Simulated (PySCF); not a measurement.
`C#CC(=O)O[SiH2]C=O` in a uniform electric field

Species: C₄H₄O₃Si.
Cartesian coordinates in Å at the GFN2-xTB level; atoms count from 1:
```xyz
12
C4H4O3Si angstrom
C      3.4604    0.0728    0.6274
C      2.3737   -0.3686    0.3733
C      1.0753   -0.9070    0.0622
O      0.8625   -2.0528   -0.2250
O      0.1187    0.0195    0.1272
Si    -1.4678   -0.3417   -0.1986
C     -2.2488    1.3833    0.0994
O     -3.4212    1.6038   -0.0543
H      4.4128    0.4571    0.8510
H     -1.9722   -1.3163    0.7600
H     -1.6117   -0.7587   -1.5870
H     -1.5806    2.2078    0.4325
```

Level: CAM-B3LYP/def2-SVPD (PySCF); nuclei fixed, core orbitals frozen in the response. Permanent dipole (2.755, 1.179, 0.707) D (1 au = 2.5417 D). Static polarisability (au):

```
x   104.61   0.55   7.66
y     0.55  76.10   5.03
z     7.66   5.03  56.98
```

Only the terms in μ and α are kept: μ(F) = μ + αF and ΔE = −μ·F − ½ F·αF.

**Question.** What do fields of 0.051 V/Å (0.001 au) along the six axis directions do?

**Answer.** 
```
field along  induced x (D)  induced y (D)  induced z (D)  total size (D)  −μ·F (kJ/mol)  −½F·αF (kJ/mol)
         +x          0.266          0.001          0.019           3.324         -2.846           -0.137
         −x         -0.266         -0.001         -0.019           2.838         +2.846           -0.137
         +y          0.001          0.193          0.013           3.162         -1.218           -0.100
         −y         -0.001         -0.193         -0.013           3.006         +1.218           -0.100
         +z          0.019          0.013          0.145           3.137         -0.730           -0.075
         −z         -0.019         -0.013         -0.145           3.026         +0.730           -0.075
```

**Question.** For the field (-0.0004, 0.0007, -0.0009) au, what is the induced dipole, and what angle does it make with the field?

**Answer.** αF = (-0.123, 0.123, -0.129) D, at 16.0° to the field. The polarisability along this direction, F·αF/F², is 67.84 au, against a mean of 79.23 au.

**Question.** At what field along the permanent dipole would the induced dipole along it equal the permanent one, in this linear picture?

**Answer.** The polarisability along the dipole is 102.33 au, so F = 1.2114 au / 102.33 au = 0.0118 au = 0.61 V/Å; higher-order terms are ignored.

**Question.** What field makes μF equal to kT at 100 K?

**Answer.** kT = 0.3167 × 10⁻³ Eh, so F = 0.000261 au = 1.34 MV/cm.

**Question.** Induction energy −ᾱe²/2R⁴ of a unit charge at 7 Å, the molecule taken as a point?

**Answer.** R = 13.23 bohr, so the energy is −79.2/(2 × 13.23⁴) Eh = -3.4 kJ/mol. The charge–dipole term at its most favourable orientation, −μe/R², is -18.2 kJ/mol.

The structure is a single GFN2-xTB conformer in the gas phase; no vibrational or solvent corrections.
